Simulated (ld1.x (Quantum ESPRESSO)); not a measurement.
**Which change was made? (O, ultrasoft)**

O (Z = 8), ultrasoft, made with ld1.x (Quantum ESPRESSO) 7.5 (LDA (PZ), non-relativistic). Core [He], reference 2s2 2p4. Waves: 2s (bound): rcut 0.70, rcutus 0.90 bohr; 2s channel at -0.65 Ry: rcut 0.70, rcutus 0.90 bohr; 2p (bound): rcut 1.10, rcutus 1.20 bohr; 2p channel at 0.45 Ry: rcut 1.10, rcutus 1.20 bohr; 3d channel at -0.1 Ry: rcut 0.95, rcutus 1.25 bohr. Local part: all-electron potential smoothed inside 1.00 bohr (lloc = -1). Core correction: none. Augmentation charge: built from norm-conserving waves at rcut, not smoothed further.

Cutoffs, loose and tight: the cutoffs (Ry, on a coarse ladder) from which the occupation-weighted sum of valence levels, in a spherical-Bessel basis at the reference potential, stays within 10 and 1 mRy of its value at 400 Ry. They do not see the model core or the augmentation charge, which bear on the density cutoff. Test errors are all-electron minus pseudo excitation energies from the reference, over the configurations 2s2 2p3; 2s2 2p2; 2s2 2p1; 2s1 2p5; 2s2 2p3.5; 2s0 2p6; 2s2 2p0 (two spin-polarised tests are not counted in the largest error); variants that change the core or the reference have their own tests.

The base gives: outcome: generated; cutoff, loose: 50 Ry; cutoff, tight: 90 Ry; bound ghosts: none; largest test error (meV): +895.

**Question.** After one change the result is: outcome: generated; cutoff, loose: 35 Ry; cutoff, tight: 50 Ry; bound ghosts: none; largest test error (meV): +1677. Which change was it?
A. all radii scaled by about 1.24 (s 1.12, p 1.48, d 1.54 bohr, rcut 0.86/1.36/1.18); local potential all-electron potential smoothed inside 1.24 bohr (lloc = -1)
B. all radii scaled by about 0.88 (s 0.80, p 1.06, d 1.10 bohr, rcut 0.62/0.98/0.84); local potential all-electron potential smoothed inside 0.88 bohr (lloc = -1)
C. all radii scaled by about 0.76 (s 0.68, p 0.92, d 0.94 bohr, rcut 0.54/0.84/0.72); local potential all-electron potential smoothed inside 0.76 bohr (lloc = -1)

**Answer.** A. The others give: all radii scaled by about 0.88 (s 0.80, p 1.06, d 1.10 bohr, rcut 0.62/0.98/0.84); local potential all-electron potential smoothed inside 0.88 bohr (lloc = -1) → outcome: generated; cutoff, loose: 60 Ry; cutoff, tight: 110 Ry; bound ghosts: none; largest test error (meV): +677 | all radii scaled by about 0.76 (s 0.68, p 0.92, d 0.94 bohr, rcut 0.54/0.84/0.72); local potential all-electron potential smoothed inside 0.76 bohr (lloc = -1) → outcome: generated; cutoff, loose: 80 Ry; cutoff, tight: 160 Ry; bound ghosts: none; largest test error (meV): +574.
